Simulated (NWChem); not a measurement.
System: CHO₂ cation; SMILES O=C=[OH+]

```xyz
4

O      0.0355    -1.2241     0.0000
C      0.0047    -0.0852     0.0000
O     -0.1640     1.1284     0.0000
H      0.6060     1.7666     0.0000
```
Atoms are numbered in this order, from 1.

Structure relaxed at the PBE-D3(BJ)/def2-SVP level.

 Unshifted, non-relativistic core excitations; the lowest 4 roots alone, so stronger bands may lie above.

Problem. List the first C K-edge excitations from PBE0/def2-TZVP, restricted-window TDA (NWChem).

Solution. 
| state | energy (eV) | dipole oscillator strength | leading excitation (squared amplitude) |
|---|---|---|---|
| S1 | 279.9 | 0.0725 | 1s of atom 2 or its equivalents → LUMO (0.99) |
| S2 | 280.7 | 0.0775 | 1s of atom 2 or its equivalents → LUMO+1 (0.99) |
| S3 | 282.5 | 0.0026 | 1s of atom 2 or its equivalents → LUMO+2 (0.96) |
| S4 | 286.1 | 0.0015 | 1s of atom 2 or its equivalents → LUMO+3 (0.95) |
